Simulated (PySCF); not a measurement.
Work out the structure from these simulated measurements.

Elements present: C, H and Si. Monoisotopic mass: 106.0090 u.

* Polarisability: 94.6 au [PBE0/def2-SVPD]
* Triplet: lowest triplet excitation (Tamm–Dancoff): 7.06 eV [TDA PBE0/def2-SVPD]
* 13C NMR: chemical shifts (computed TMS as zero) by class: -22.3 (1 C) ppm [GIAO PBE0/pcSseg-1]
* Dipole: 0.55 D [PBE0/def2-SVPD]
* NMR, other nuclei: isotropic shieldings of nuclei other than C and H, by class: 417 (3 Si) ppm [GIAO PBE0/pcSseg-1]
* Rotational structure: rotational constants A, B, C: 2.771, 2.769, 1.499 GHz [GFN2-xTB]

Gas-phase values; electronic properties from PySCF, density fitting. Levels stand in brackets. Isolated species at its GFN2-xTB geometry, gas phase. NMR values are class means; diastereotopic atoms form classes of their own.

Q: Which formula fits the mass and the elements?

A: CH10Si3 (calculated 106.0090). No other formula that holds each of these elements comes within 0.0003 u with a fitting electron parity and a possible valence count.

Q: What is the compound? Reason from the data.

A: Numbering: `[SiH3:1][CH:2]([SiH3:3])[SiH3:4]`. Its formula, CH10Si3, gives 0 degrees of unsaturation, so no ring and no π bond. The one carbon: sp3 carbon bound to silicon [C2] (-22.3 ppm). The other shieldings belong to: 417 ppm, SiH3 silicon [Si1/Si3/Si4]. The optimised geometry has point group C3v and is an oblate symmetric top (the spread among constants that symmetry makes equal is optimisation noise). Structure: `[SiH3]C([SiH3])[SiH3]`. Computed isomers that give other values at the same levels: `C[SiH]([SiH3])[SiH3]` (13C chemical shifts (computed TMS as zero) by class: -7.1 (1 C) ppm). The assignments are read from this structure; whether some other isomer fits the data as well wasn't checked.
